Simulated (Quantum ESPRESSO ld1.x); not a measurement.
Task: The tungsten ion W22+, 52 electrons, occupied as [Kr] 4d10 4f6. All-electron calculation, scalar-relativistic Kohn-Sham, LDA (Slater exchange, VWN5 correlation), spin-polarised, spherical densities, point nucleus; open shells are filled with parallel spins first. Program: ld1.x of Quantum ESPRESSO 7.5. Some entries of the table are withheld. Estimate them.

| orbital | occ. | eigenvalue (hartree) | <r^2> (bohr^2) | <r> (bohr) |
|---|---|---|---|---|
| 1s down | 1 | -2575.12 | 0.0004634 | 0.01835 |
| 1s up | 1 | -2575.12 | 0.0004634 | 0.01835 |
| 2s up | 1 | -463.755 | 0.007128 | 0.07762 |
| 2s down | 1 | -463.744 | 0.007128 | 0.07761 |
| 2p up | 3 | -408.615 | 0.005897 | 0.06947 |
| 2p down | 3 | -408.607 | 0.005896 | 0.06947 |
| 3s up | 1 | -124.843 | 0.04621 | 0.2011 |
| 3s down | 1 | -124.638 | 0.04612 | 0.2009 |
| 3p up | 3 | -108.511 | 0.04692 | 0.2012 |
| 3p down | 3 | -108.306 | 0.04681 | 0.2010 |
| 3d up | 5 | -89.6998 | 0.03889 | 0.1822 |
| 3d down | 5 | -89.5400 | 0.03876 | 0.1820 |
| 4s up | 1 | -43.0562 | 0.2145 | 0.4365 |
| 4s down | 1 | -42.7284 | 0.2150 | 0.4370 |
| 4p up | 3 | -37.4835 | 0.2376 | 0.4581 |
| 4p down | 3 | -37.1681 | 0.2384 | 0.4588 |
| 4d up | 5 | -30.4760 | 0.2575 | (1) |
| 4d down | 5 | -30.1675 | 0.2588 | (2) |
| 4f up | 6 | -22.7344 | 0.2599 | 0.4735 |
| 4f down | 0 | -22.4058 | 0.2628 | 0.4758 |
| 5s up | 0 | -20.5180 | 0.7834 | 0.8391 |
| 5s down | 0 | -20.3476 | 0.7902 | 0.8427 |
| 5p up | 0 | -18.4185 | 0.8864 | 0.8911 |
| 5p down | 0 | -18.2641 | 0.8953 | 0.8956 |

Result: 
(1) 4d up <r> (bohr): 0.4738
(2) 4d down <r> (bohr): 0.4750
